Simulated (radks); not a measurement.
Question: Excited configurations of Mg II: one electron is placed in a higher orbital outside [Ne]. The ground configuration is [Ne] 3s1. Calculated with a radial shooting solver on a logarithmic mesh with Libxc functionals: Dirac Kohn-Sham, LDA (Slater exchange, Perdew-Wang correlation), spin-unpolarised, spherical densities, finite nucleus; open shells fill j = l - 1/2 first; Fermi nuclear charge, rms radius 3.057 fm. Excitation = E - E(ground); binding = E(ion) - E, where the ion is the core of charge +2; n* = 2/sqrt(2 binding) in atomic units, and the quantum defect is n - n*.

| outer orbital | excitation (eV) | binding (eV) | n* | quantum defect | eigenvalue (eV) | <r> (bohr) |
|---|---|---|---|---|---|---|
| 3d3/2 | 8.902 | 6.141 | 2.977 | 0.023 | -4.350 | 5.080 |
| 4s1/2 | 8.405 | 6.638 | 2.863 | 1.137 | -5.220 | 6.282 |
| 4d3/2 | 11.391 | 3.653 | 3.860 | 0.140 | -2.788 | 9.903 |
| 5s1/2 | 11.291 | 3.753 | 3.808 | 1.192 | -3.005 | 11.20 |
| 5p1/2 | 11.869 | 3.175 | 4.140 | 0.860 | -2.526 | 12.82 |
| 5d3/2 | 12.648 | 2.396 | 4.766 | 0.234 | -1.890 | 16.16 |
| 6d3/2 | 13.356 | 1.688 | 5.679 | 0.321 | -1.358 | 23.83 |
| 6f5/2 | 13.427 | 1.616 | 5.803 | 0.197 | -1.287 | 23.42 |
| 7s1/2 | 13.353 | 1.691 | 5.674 | 1.326 | -1.386 | 25.29 |
| 7d3/2 | 13.791 | 1.252 | 6.593 | 0.407 | -1.021 | 32.91 |
| 7f5/2 | 13.838 | 1.205 | 6.719 | 0.281 | -0.977 | 32.72 |

Estimate the row for 4p1/2.

Answer: excitation (eV) 9.744; binding (eV) 5.299; n* 3.205; quantum defect 0.795; eigenvalue (eV) -4.111; <r> (bohr) 7.415. The Delta-SCF ionisation energy is 15.043 eV (NIST Atomic Spectra Database: 15.035 eV, measured). Self-interaction in the functional shifts the binding energies and quantum defects, so they are the method's values and not measured ones. Spin polarisation and multiplet splitting are left out, so open shells lie too high by an amount that depends on their filling.

Beside tabulated values, note that spin-unpolarised runs miss the spin-polarisation part of the exchange energy of open shells.
